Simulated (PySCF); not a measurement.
A series of related molecules.

All values: wB97X-D/def2-SVPD (PySCF) at GFN2-xTB geometries, gas phase, one conformer each. Core orbitals are frozen in the response; Δα² is half the sum of the squared differences of the principal polarisabilities.

Question: Rank by HOMO energy, lowest first.
A. `CC#C[Si@](C)(F)Cl`
B. `C[Si@](F)(Cl)C1CC1`
C. `C[Si@@](F)(Cl)CC(F)(F)F`
D. `C[Si@@](F)(Cl)C(=C)C`
E. `C[Si@](F)(Cl)C(F)F`
F. `C[Si@@H](F)Cl`

Answer: C (-11.15 eV), F (-10.98 eV), E (-10.69 eV), B (-10.34 eV), A (-9.99 eV), D (-9.74 eV).

Question: Rank by HOMO–LUMO gap, highest first.
A. `C1C(C1)[Si@@](C)(F)Cl`
B. `C[Si@@](F)(Cl)C(F)=C(F)F`
C. `C[Si@](F)(Cl)C(F)F`
D. `C[Si@](F)(Cl)CCl`
E. `C[Si@@H](F)Cl`
F. `C=C(C)[Si@](C)(F)Cl`

Answer: E (13.11 eV), C (12.46 eV), A (12.32 eV), D (11.89 eV), F (11.04 eV), B (10.88 eV).

Question: Rank by polarisability anisotropy Δα, highest first.
A. `[Si@](C#CC)(Cl)(C)F`
B. `[CH3:1][Si@:2]([F:3])([Cl:4])[CH2:5][Cl:6]` with C1–Si2–C5–Cl6 56°
C. `[CH2:1]=[C:2]([CH3:3])[Si@:4]([CH3:5])([F:6])[Cl:7]` with C1–C2–Si4–C5 119°
D. `[CH3:1][Si@:2]([F:3])([Cl:4])[CH:5]1[CH2:6][CH2:7]1` with C1–Si2–C5–C6 87°
E. `[CH3:1][Si@@:2]([F:3])([Cl:4])[C:5]([F:6])=[C:7]([F:8])[F:9]` with C1–Si2–C5–F6 -19°
F. `C[Si@@H](F)Cl`

Answer: A (5.95 Å³), E (3.50 Å³), C (2.77 Å³), D (2.22 Å³), F (1.74 Å³), B (1.30 Å³).

All values together:

```json
{"SMILES": "C[Si@@H](F)Cl", "change": "parent", "formula": "CH4ClFSi", "μ (D)": "2.17", "HOMO (eV)": "-10.98", "LUMO (eV)": "2.12", "α (Å³)": "7.42", "Δα (Å³)": "1.74", "electrons": "50", "α per electron (Å³)": "0.148"}
{"SMILES": "CCC[Si@@](C)(F)Cl", "change": "H on Si replaced by nPr", "formula": "C4H10ClFSi", "μ (D)": "2.53", "HOMO (eV)": "-10.27", "LUMO (eV)": "1.99", "α (Å³)": "12.73", "Δα (Å³)": "3.49", "electrons": "74", "α per electron (Å³)": "0.172"}
{"SMILES": "C[Si@@](F)(Cl)CC(F)(F)F", "change": "H on Si replaced by CH2CF3", "formula": "C3H5ClF4Si", "μ (D)": "0.91", "HOMO (eV)": "-11.15", "LUMO (eV)": "1.82", "α (Å³)": "10.95", "Δα (Å³)": "1.68", "electrons": "90", "α per electron (Å³)": "0.122"}
{"SMILES": "C[Si@@](F)(Cl)C(F)=C(F)F", "change": "H on Si replaced by CF=CF2", "formula": "C3H3ClF4Si", "μ (D)": "2.11", "HOMO (eV)": "-9.81", "LUMO (eV)": "1.06", "α (Å³)": "11.03", "Δα (Å³)": "3.50", "electrons": "88", "α per electron (Å³)": "0.125"}
{"SMILES": "C[Si@](F)(Cl)CCl", "change": "H on Si replaced by CH2Cl", "formula": "C2H5Cl2FSi", "μ (D)": "1.25", "HOMO (eV)": "-10.26", "LUMO (eV)": "1.63", "α (Å³)": "10.95", "Δα (Å³)": "1.30", "electrons": "74", "α per electron (Å³)": "0.148"}
{"SMILES": "C[Si@](F)(Cl)C(F)F", "change": "H on Si replaced by CHF2", "formula": "C2H4ClF3Si", "μ (D)": "1.40", "HOMO (eV)": "-10.69", "LUMO (eV)": "1.78", "α (Å³)": "9.28", "Δα (Å³)": "1.75", "electrons": "74", "α per electron (Å³)": "0.125"}
{"SMILES": "C[Si@](F)(Cl)C1CC1", "change": "H on Si replaced by cPr", "formula": "C4H8ClFSi", "μ (D)": "2.60", "HOMO (eV)": "-10.34", "LUMO (eV)": "1.98", "α (Å³)": "11.93", "Δα (Å³)": "2.22", "electrons": "72", "α per electron (Å³)": "0.166"}
{"SMILES": "C=C(C)[Si@](C)(F)Cl", "change": "H on Si replaced by isopropenyl", "formula": "C4H8ClFSi", "μ (D)": "2.50", "HOMO (eV)": "-9.74", "LUMO (eV)": "1.30", "α (Å³)": "12.57", "Δα (Å³)": "2.77", "electrons": "72", "α per electron (Å³)": "0.175"}
{"SMILES": "CC#C[Si@](C)(F)Cl", "change": "H on Si replaced by propynyl", "formula": "C4H6ClFSi", "μ (D)": "3.22", "HOMO (eV)": "-9.99", "LUMO (eV)": "1.51", "α (Å³)": "12.52", "Δα (Å³)": "5.95", "electrons": "70", "α per electron (Å³)": "0.179"}
```

Conformers: `[CH3:1][CH2:2][CH2:3][Si@@:4]([CH3:5])([F:6])[Cl:7]` with C1–C2–C3–Si4 180°, C2–C3–Si4–C5 -58°; `[CH3:1][Si@@:2]([F:3])([Cl:4])[CH2:5][C:6]([F:7])([F:8])[F:9]` with C1–Si2–C5–C6 -40°; `[CH3:1][Si@@:2]([F:3])([Cl:4])[C:5]([F:6])=[C:7]([F:8])[F:9]` with C1–Si2–C5–F6 -19°; `[CH3:1][Si@:2]([F:3])([Cl:4])[CH2:5][Cl:6]` with C1–Si2–C5–Cl6 56°; `[CH3:1][Si@:2]([F:3])([Cl:4])[CH:5]([F:6])[F:7]` with C1–Si2–C5–F6 -38°; `[CH3:1][Si@:2]([F:3])([Cl:4])[CH:5]1[CH2:6][CH2:7]1` with C1–Si2–C5–C6 87°; `[CH2:1]=[C:2]([CH3:3])[Si@:4]([CH3:5])([F:6])[Cl:7]` with C1–C2–Si4–C5 119°.

Q: Give the shifts from the parent, `C[Si@@H](F)Cl`.

A: 
| SMILES | change in μ (D) | change in HOMO (eV) | change in LUMO (eV) | change in mean α (Å³) |
| --- | --- | --- | --- | --- |
| CCC[Si@@](C)(F)Cl | +0.36 | +0.71 | -0.13 | +5.31 |
| C[Si@@](F)(Cl)CC(F)(F)F | -1.26 | -0.17 | -0.30 | +3.53 |
| C[Si@@](F)(Cl)C(F)=C(F)F | -0.06 | +1.17 | -1.06 | +3.61 |
| C[Si@](F)(Cl)CCl | -0.92 | +0.72 | -0.49 | +3.53 |
| C[Si@](F)(Cl)C(F)F | -0.77 | +0.29 | -0.34 | +1.86 |
| C[Si@](F)(Cl)C1CC1 | +0.43 | +0.64 | -0.14 | +4.51 |
| C=C(C)[Si@](C)(F)Cl | +0.33 | +1.24 | -0.82 | +5.15 |
| CC#C[Si@](C)(F)Cl | +1.05 | +0.99 | -0.61 | +5.10 |

Q: How closely does the mean polarisability follow the number of electrons in this set?

A: The correlation coefficient is 0.47; α per electron runs from 0.122 to 0.179 Å³.
